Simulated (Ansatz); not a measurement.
Clusters of 3 atoms, chalcogenide: gap (eV) at several levels, gas phase, relaxed structures; Ansatz. Clusters are the lowest isomers that short searches found in that spin, judged at the geometry's level. Core potentials for Au, Hf, Te in the def2 sets, no spin–orbit coupling. HOMO and LUMO are taken over both spins. Singlets are spin-restricted. The structures are stationary points that may keep the symmetry of their start. Remarks come from the PBE and PBE0 runs and from stability tests at other levels; not every state was tested.

| species | state | geometry | PBE-D4/def2-TZVP | r2SCAN-D4/def2-TZVP | PBE0-D4/def2-SVP | PBE0-D4/def2-TZVP | remarks |
| --- | --- | --- | --- | --- | --- | --- | --- |
| HfTe2⁺ | doublet | B3LYP-D4/def2-TZVP | 0.68 | 1.15 | 2.33 | 2.33 | – |
| HfSe2⁺ | doublet | PBE0-D4/def2-TZVP | 0.83 | 1.28 | 2.70 | 2.71 | – |
| TeAu2⁺ | doublet | PBE0-D4/def2-TZVP | 1.00 | 1.61 | 3.02 | 3.09 | – |
| K2S | singlet | r2SCAN-D4/def2-TZVP | 1.02 | 1.59 | 2.11 | 2.33 | – |
| K2S⁺ | doublet | PBE-D4/def2-TZVP | 0.36 | 1.05 | 2.65 | 2.74 | – |
| Li2Te | singlet | PBE-D4/def2-TZVP | 1.78 | 2.41 | 3.03 | 3.11 | – |
| K2Se | singlet | r2SCAN-D4/def2-TZVP | 1.02 | 1.60 | 2.08 | 2.28 | – |
| VS2 | doublet | PBE0-D4/def2-TZVP | 0.86 | 1.61 | 3.24 | 3.26 | spin-contaminated (⟨S²⟩ up to 0.93) |

(1) Estimate the column for PBE-D4/def2-SVP.

(1) HfTe2⁺ 0.67; HfSe2⁺ 0.82; TeAu2⁺ 0.94; K2S 0.84; K2S⁺ 0.25; Li2Te 1.69; K2Se 0.85; VS2 0.90.
